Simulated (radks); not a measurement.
Question: Coherent X-ray form factor from a spherical all-electron density. All-electron calculation, scalar-relativistic Kohn-Sham, PBE, spin-polarised, spherical densities, finite nucleus; Fermi nuclear charge, rms radius of each element as measured or else 0.836 A^(1/3) + 0.57 fm. Program: a radial shooting solver on a logarithmic mesh with Libxc functionals.

sin(theta)/lambda (1/angstrom),f0 (electrons)
0.05,31.291
0.1,29.570
0.15,27.531
0.2,25.560
0.25,23.747
0.3,22.068
0.4,18.974
0.5,16.182
0.6,13.758
0.8,10.175
1,8.051
1.25,6.620
1.5,5.768
2,4.436

The species is in the configuration that NIST lists as its ground one. Which atom or ion scatters so?

Answer: Neutral germanium, [Ar] 3d10 4s2 4p2. Extrapolating in s^2 from the first two rows gives f0(0) = 31.9, near the electron count 32; among species with that count, the fall with angle is slower the higher Z, and the table is that of Z = 32; from so few rows the species is fixed only to a neighbour or two.
